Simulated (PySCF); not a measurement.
## Which orbitals make which state

Compound: C₆H₆FS (charge +1).
SMILES: `CC1=CC(F)=C[S+]=C1`

Theory: TDDFT CAM-B3LYP/def2-SVPD, vertical, gas phase, core orbitals frozen in the response (PySCF). Isolated species at its GFN2-xTB geometry, gas phase.

Orbital energies (eV): HOMO-3 -17.03, HOMO-2 -16.65, HOMO-1 -14.93, HOMO -14.45, LUMO -7.01, LUMO+1 -5.21, LUMO+2 -3.19.

Task: Among the lowest singlets, which states do these configurations lead, and at what energies: HOMO-1→LUMO, HOMO→LUMO+1, HOMO→LUMO, HOMO-2→LUMO, HOMO-1→LUMO+1?

Result: 

```csv
state,leading configuration,weight,Δε (eV),E (eV),E − Δε (eV),f,other configurations
S1,HOMO→LUMO,0.92,7.44,4.53,-2.91,0.071,–
S2,HOMO-1→LUMO,0.87,7.92,5.20,-2.73,0.061,H→L+1 (11%)
S3,HOMO-2→LUMO,0.96,9.64,5.95,-3.69,0.0056,–
S4,HOMO→LUMO+1,0.84,9.24,6.66,-2.58,0.375,H-1→L (10%)
S5,HOMO-1→LUMO+1,0.82,9.72,6.77,-2.94,0.308,–
```

E − Δε runs from -3.69 to -2.58 eV. By orbital difference alone the order would be S1, S2, S4, S3, S5. Δε is the difference of the two orbital energies.

H and L stand for HOMO and LUMO. The other states: S6 6.80 eV, f 0.030, H-3→L (61%), H-5→L (25%); S7 7.27 eV, f 0.0014, H-5→L (61%), H-3→L (24%); S8 7.48 eV, f 0.087, H-4→L (90%).

Task: Pair triplets and singlets of the same leading configuration (75% or more in both) and give the splittings.

Result: 

| configuration | triplet | E(T) (eV) | singlet | E(S) (eV) | E(S) − E(T) (eV) |
| --- | --- | --- | --- | --- | --- |
| HOMO→LUMO | T1 | 3.04 | S1 | 4.53 | +1.50 |
| HOMO-1→LUMO | T2 | 3.43 | S2 | 5.20 | +1.77 |
| HOMO→LUMO+1 | T3 | 4.52 | S4 | 6.66 | +2.14 |

The 3 triplets are Tamm–Dancoff values, the singlets full response.

Summed over the main configurations (up to three a state, each over 8%) of all 8 singlets, the electron leaves HOMO with weight 1.87, HOMO-1 with weight 1.80, HOMO-2 with weight 0.96 and HOMO-4 with weight 0.90.
